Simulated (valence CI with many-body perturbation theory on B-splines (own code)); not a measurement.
## Sensitivity of CI+MBPT for Pt LXXIII

Computed by relativistic CI+MBPT: four valence electrons over a frozen Dirac-Fock core [He], a basis of 6 s, 6 p, 5 d, 3 f, 1 g functions for each j, with the one-electron correlation potential Σ1 (screened to all orders), the two-electron term Σ2, the three-electron term Σ3, Breit, model QED; selected single and double excitations, second order for the rest, scaled by the run's own slope (own B-spline code, finite nucleus).

No measured spectrum was set against this ion. As an estimate, large intervals hold to a few tenths of a per cent, small ones and those within an open d or f shell to about a per cent.

The reference run has the lowest level (2s^2 2p1/2^2) J=0 and an ionisation energy of 20837.9 eV. Its largest variational space holds 7526 state functions.

Levels are named by their leading jj configuration (3d3/2^4 stands for four electrons in 3d with j = 3/2), which in mixed levels can hold well under half, so a name can repeat and another be missing. Letters in brackets count levels of one name in rising energy.

Reference levels: (2s^2 2p1/2 2p3/2) J=1 14556, (2s^2 2p1/2 2p3/2) J=2 14703, (2s 2p1/2^2 2p3/2) J=2 17218, (2s 2p1/2^2 2p3/2) J=1 17980, (2s^2 2p3/2^2) J=2 29484, (2s^2 2p3/2^2) J=0 30033, (2s 2p1/2 2p3/2^2) J=2 [a] 31528, (2s 2p1/2 2p3/2^2) J=3 31896, (2s 2p1/2 2p3/2^2) J=0 32457, (2s 2p1/2 2p3/2^2) J=1 [a] 32654, (2s 2p1/2 2p3/2^2) J=2 [b] 32722, (2s 2p1/2 2p3/2^2) J=1 [b] 32762 × 10³ cm⁻¹.

(1) Rank these changes by the mean size of the shift of these levels, smallest first.
A. shift of the energy in Σ1 (hartree) 0 → 32.089
B. Breit term on → off; QED terms on → off; selection threshold (hartree) 2e-08 → 1e-06
C. size limit of the variational space 10000 → 3000; second order for the rest on → off; three-electron term on → off

Results:

(1) A (13 cm⁻¹), C (1300 cm⁻¹), B (350000 cm⁻¹).
